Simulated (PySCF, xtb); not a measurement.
C₃H₆F₂Si, SMILES C/C(F)=C/[SiH2]F.

GFN2-xTB (xtb) at its own geometry gives an orbital gap of 4.52 eV and a dipole moment of 2.25 D.

The structure is a stationary point at PBE0-D3(BJ)/def2-SVP. The structure was generated by enumeration; whether it is a known compound was not checked. One conformer was computed; it need not be the lowest.

**Question.** What does PySCF with ωB97X/def2-TZVP give? (Estimate from the structure and the level; the computed values follow.)

**Answer.** gap 11.69 eV (levels -9.98 and 1.71 eV), dipole 2.79 D.
